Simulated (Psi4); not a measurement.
A dimer, H3N ··· BCl3 (SMILES N and ClB(Cl)Cl); the first 4 atoms form monomer A.

```
8

N      0.0027     0.0014     0.2791
H      0.9357    -0.1080    -0.1017
H     -0.5623    -0.7579    -0.0837
H     -0.3761     0.8645    -0.0936
Cl     1.4746     2.1145     2.7096
B      0.9246     0.5755     3.3215
Cl    -0.6935     0.4167     3.9560
Cl     1.9935    -0.8040     3.3014
```

Problem. What interaction energy does Psi4 with SAPT0/jun-cc-pVDZ, frozen core give, and which attractive term is the largest?

Solution. Total -3.74 kcal/mol: electrostatics -4.79, exchange 3.68, induction -0.89, dispersion -1.73. The most attractive term is electrostatics.
